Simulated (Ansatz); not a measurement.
Born–Oppenheimer molecular dynamics of Cl$_{3}$FTi (5 atoms, charge 0, multiplicity 1). It starts from a relaxed structure.

The calculation used RKS PBE0/def2-SVP in Ansatz.

| Property | Result |
| --- | --- |
| ensemble | NVT, Nosé–Hoover chain |
| time step | 2 fs |
| steps asked | 238 |
| set temperature | 500 K |
| thermostat | time constant 300 fs, chain length 1 |
| seed | 115876 |

First frame:

```xyz
5
Properties=species:S:1:pos:R:3
Ti 0.000 0.000 -0.026
F 0.000 0.000 1.690
Cl 2.041 0.000 -0.734
Cl -1.020 1.767 -0.734
Cl -1.020 -1.767 -0.734
```

(1) How far do the bonds stretch over the last three quarters of this one trajectory? (Pairs bonded in most of those frames.)

Answers

(1) 
| bond | mean (Å) | spread (Å) | shortest | longest |
| --- | --- | --- | --- | --- |
| Ti1–F2 | 1.723 | 0.033 | 1.67 | 1.78 |
| Ti1–Cl3 | 2.166 | 0.041 | 2.10 | 2.23 |
| Ti1–Cl4 | 2.171 | 0.046 | 2.08 | 2.26 |
| Ti1–Cl5 | 2.167 | 0.045 | 2.09 | 2.24 |

Mean temperature of the second half: 361 K. The conserved energy stayed within 0.33 meV per atom of its start (net change 0.28 meV per atom), so the integration is sound. The mean temperature of the second half is 28 % below the set value. A run of 0.48 ps of so small a system gives no equilibrium averages.

Time of the run: 14 min on 2 threads of Intel(R) Xeon(R) Platinum 8259CL CPU @ 2.50GHz (Skylake/Cascade Lake), on a shared host, peak memory 0.28 GiB.
